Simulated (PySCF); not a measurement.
## From a computed spectrum to the compound

A species of 5 atoms with charge -1 has these harmonic modes (PBE, small Gaussian bases with core potentials, PySCF 2.14.0):

| cm⁻¹ | km/mol | symmetry |
| --- | --- | --- |
| 177 | 9.8 | a'' |
| 208 | 4.2 | a' |
| 256 | 3.0 | a' |
| 276 | 16.3 | a' |
| 338 | 1.2 | a'' |
| 556 | 82.5 | a' |
| 874 | 187.0 | a'' |
| 899 | 155.2 | a' |
| 930 | 56.5 | a' |

Q: Which species is it, and in which structure?

A: [ReO3F]− (doublet):
```xyz
5

Re    0.0414    0.0080    0.0414
O     1.1776    0.7058    1.1694
O    -1.1842   -0.8031    1.0030
O     0.9924   -0.8457   -1.1632
F    -1.2374    0.7156   -1.2574
```
Ideal gas at 298.15 K and 1 bar: S = 335.3 J/(mol K), Cp = 80.9 J/(mol K), H − H(0 K) = 17.3 kJ/mol (rigid rotor, harmonic modes, spin degeneracy alone). Open shells may have lower solutions than the one found.
 This is one of several that fit.
